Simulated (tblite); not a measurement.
Species: C₈H₅ClS.
SMILES: `ClC1=CC=C2C=CSC2=C1`

Computed values, GFN2-xTB/tblite, gas phase, harmonic and unscaled. The method is semi-empirical: single wavenumbers can be off by several per cent or more.

Harmonic wavenumbers (cm⁻¹): 105.2, 182.1, 202.9, 273.9, 343.2, 365.1, 392.3, 459.4, 496.5, 543.9, 597.4, 659.9, 665.6, 764.6, 766.6, 808.3, 817.6, 834.3, 865.3, 866.6, 906.1, 1037.6, 1073.0, 1102.1, 1152.1, 1188.6, 1219.1, 1310.5, 1346.0, 1385.8, 1441.0, 1515.4, 1556.7, 1579.6, 3094.0, 3109.2, 3111.4, 3131.8, 3159.6.

A = 2569, B = 621.1, C = 500.2 MHz; mass 167.980 u (most abundant isotopes); point group Cs, symmetry number 1.

**Question.** What is the zero-point energy?

**Answer.** Half the sum of the wavenumbers: 22215 cm⁻¹ = 265.75 kJ/mol.

**Question.** Give the ideal-gas entropy at 298.15 K and 1 bar in the rigid-rotor, harmonic-oscillator model (classical rotation).

**Answer.** Translation 172.76, rotation 127.10, vibration 74.24: S = 374.1 J/(mol K).

**Question.** And Cp and H(298.15 K) − H(0)?

**Answer.** Cp = 140.65 J/(mol K), of which vibrations give 107.39 (their classical limit is 39 R = 324.3); H(298.15 K) − H(0) = 23.58 kJ/mol without the zero-point energy, 13.67 from vibrations.

**Question.** Which modes carry the vibrational entropy at 298.15 K?

**Answer.** 105.2 cm⁻¹: 14.04; 182.1 cm⁻¹: 9.65; 202.9 cm⁻¹: 8.81; 273.9 cm⁻¹: 6.58; 343.2 cm⁻¹: 5.01; 365.1 cm⁻¹: 4.60 J/(mol K); the other 33 give 25.54 together.

**Question.** How do the functions run with temperature in this model?

**Answer.** 
```csv
T (K),S (J/(mol K)),Cp (J/(mol K)),H − H(0) (kJ/mol),G − H(0) (kJ/mol),ln q(vib)
50,242.6,39.7,1.75,-10.39,0.06
100,275.2,56.8,4.14,-23.37,0.42
373.15,408.9,169.9,35.25,-117.32,4.85
500,464.4,209.5,59.44,-172.76,7.42
750,559.7,259.0,118.63,-301.16,12.54
1000,638.5,287.8,187.27,-451.24,17.37
```

q(vib) and H(0) count from the zero-point level.

**Question.** Blend soft modes into free rotors: weight 1/[1 + (100 cm⁻¹/ν̃)⁴] for the oscillator and the rest for a rotor with moment μB/(μ + B), μ = h/(8π²ν), B = 10⁻⁴⁴ kg m². What vibrational entropy results?

**Answer.** 73.27 J/(mol K) in place of 74.24, which changes −T·S at 298.15 K by +0.29 kJ/mol.

Hindered rotation and anharmonicity are outside this model.
